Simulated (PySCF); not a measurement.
**Two-dimensional NMR puzzle**

Compound of formula C$_{4}$H$_{12}$OSi$_{2}$. Correlations simulated from computed shifts and the bond graph:

HSQC (one-bond C–H):
```csv
δH,δC
2.62,41.2
2.33,32.5
0.74,7.3
```

COSY cross peaks (H two or three bonds apart, from the bond graph; peaks can be absent where the dihedral angle is near 90°):
```csv
δH,δH
4.13,0.74
4.01,2.33
2.62,0.74
```

HMBC (two and three bonds, from the bond graph):
```csv
δH,δC
4.13,"41.2, 7.3"
4.01,"221.1, 32.5"
2.62,"221.1, 32.5, 7.3"
2.33,"221.1, 41.2"
0.74,"221.1, 41.2"
```

Carbons without hydrogens: δ 221.1.

All values are calculated (PySCF 2.14.0 with density-fitted response routines): coordinates at the GFN2-xTB level, shieldings: GIAO PBE0/pcSseg-1. No relativistic terms, one computed conformer, fast rotation and ring inversion assumed for equivalent nuclei, gas phase.

Shifts are taken against calculated references (same method and geometry level): $^{1}$H (σref 31.72) and $^{13}$C (σref 186.93) against TMS.

Exchangeable hydrogens are left out of these lists.

**Question.** Which molecule is this?

**Answer.** `O=C(C[SiH3])CC[SiH3]`.

Structure with atom numbers: `[O:1]=[C:2]([CH2:3][SiH3:4])[CH2:5][CH2:6][SiH3:7]`. Each H is labelled by its parent atom.

- δC 221.1 is C2, a ketone carbonyl carbon.
- δC 41.2 is C5, an sp3 CH2 α to a carbonyl (δH 2.62).
- δC 32.5 is C3, an sp3 CH2 bonded to Si, α to a carbonyl (δH 2.33).
- δC 7.3 is C6, an sp3 CH2 bonded to Si (δH 0.74).
- HMBC from δH 4.01 reaches the proton-free carbon C2.
- HMBC from δH 2.62 reaches the proton-free carbon C2.
- HMBC from δH 2.33 reaches the proton-free carbon C2.
- HMBC from δH 0.74 reaches the proton-free carbon C2.
- COSY links 4.13–0.74, 4.01–2.33, 2.62–0.74.

The shifts were computed for this structure.

Shifts are as computed. Against solution values, carbons near 30 ppm lie about +3 ppm off and those near 130 ppm about +5 ppm. Of 1211 compounds with measured shifts, 218 miss one by over three times the rms of a fit or turn the order of signals round; such compounds aren't used in these exercises.
